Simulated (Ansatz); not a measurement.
Program: Ansatz. Geometries: PBE0-D4/def2-TZVP. ΔE: electronic, gas phase. CBS: MP2 limit from def2 TZ/QZ plus the TZ coupled-cluster correction, frozen cores. This one scheme is used for every species. DFT in def2-TZVPP. Each species was taken in one conformer, which may not be the lowest.

Reaction (substitution at a C–N bond): `C=CN(C)[SiH2]Cl` + `N[Si]S` → `CS[Si]N` + `C=CN[SiH2]Cl`

`C=CN(C)[SiH2]Cl`:

Z-matrix (Å, degrees):
```
C
N 1 1.447
H 1 1.091 2 109.9
H 1 1.095 2 110.4 3 -119.4
H 1 1.096 2 111.5 3 120.2
C 2 1.385 1 117.3 3 178.0
Si 2 1.715 1 120.3 3 -13.3
C 6 1.333 2 126.7 1 -0.7
H 6 1.087 2 113.7 1 -179.9
Cl 7 2.063 2 113.2 1 -76.7
H 7 1.478 2 108.6 1 40.7
H 7 1.477 2 107.9 1 164.8
H 8 1.081 6 119.4 2 -178.5
H 8 1.082 6 123.1 2 1.4
```

`N[Si]S`:

Z-matrix (Å, degrees):
```
N
Si 1 1.708
H 1 1.008 2 120.0
H 1 1.009 2 127.9 3 180.0
S 2 2.160 1 97.2 3 180.0
H 5 1.342 2 93.7 1 180.0
```

`CS[Si]N`:

Z-matrix (Å, degrees):
```
C
S 1 1.813
H 1 1.089 2 109.2
H 1 1.092 2 110.5 3 -120.2
H 1 1.089 2 109.3 3 119.6
Si 2 2.141 1 100.1 3 120.8
N 6 1.710 2 98.2 1 179.9
H 7 1.009 6 127.5 2 -0.0
H 7 1.007 6 120.2 2 180.0
```

`C=CN[SiH2]Cl`:

```xyz
11

C    -1.772   -1.068    0.660
C    -0.829   -0.504   -0.090
N     0.104    0.431    0.333
Si    1.468    0.948   -0.563
Cl    3.065   -0.354   -0.484
H    -2.465   -1.771    0.222
H    -1.876   -0.846    1.716
H    -0.751   -0.754   -1.145
H     0.051    0.655    1.316
H     1.928    2.225    0.020
H     1.077    1.039   -1.985
```

```csv
level,ΔE (eV)
LDA (SPW92),-0.02
r2SCAN-D4,-0.10
r2SCAN0-D4,-0.10
r2SCAN0,-0.11
```

What does CCSD(T)/CBS give? (An estimate is asked.)

Computed: -0.08 eV. The listed levels differ from it by 0.06, -0.02, -0.02, -0.03 eV.

Largest T1 diagnostic among the species: 0.014.

From BLYP to BHLYP (50 % exact exchange), in def2-TZVPP and without D4, ΔE moves by +0.05 eV. The D4 term adds +0.05 eV with B3LYP and +0.03 eV with PBE0; it sums over pairs of atoms, weighted by their polarisabilities, and B3LYP, whose exchange is more repulsive, gets the larger term.

B3LYP here is the variant with VWN-RPA as its local correlation; programs differ in this.
